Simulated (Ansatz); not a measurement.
Reaction (formal exchange of groups at a Ti–F bond): `[F][Ti]([SH])([SH])[SH]` + `CC(O)CO` → `[OH][Ti]([SH])([SH])[SH]` + `CC(O)CF`

Program: Ansatz. Geometries: PBE0-D4/def2-TZVP. ΔE: electronic, gas phase. CBS: MP2 limit from def2 TZ/QZ plus the TZ coupled-cluster correction, frozen cores. Functionals use def2-TZVPP. B3LYP here is the variant with VWN-RPA as its local correlation; programs differ in this. For Ti outer-core shells are correlated without core-valence functions, which leaves a few kJ/mol of doubt a bond. Scalar relativity is left out up to krypton. Each species was taken in one conformer, which may not be the lowest.

```csv
level,ΔE (kJ/mol)
B3LYP-D4,36.6
ωB97X-V,37.3
ωB97M-V,37.1
B2PLYP,37.5
MP2/def2-TZVPP,36.5
CCSD(T)/def2-TZVPP,35.6
MP2/def2-QZVPP,36.2
HF/CBS(def2),31.2
```

Task: What does CCSD(T)/CBS give? (An estimate is asked.)

Result: Ansatz gave: +34.4 kJ/mol. The listed levels differ from it by 2.2, 2.9, 2.7, 3.1, 2.1, 1.2, 1.8, -3.2 kJ/mol.

Largest T1 diagnostic among the species: 0.028, so the coupled-cluster value is less sure than usual.

In def2-TZVPP, CCSD(T) changes the Hartree–Fock value by +6.0 kJ/mol (the triples alone add +0.3 kJ/mol) and MP2 by +6.9 kJ/mol.
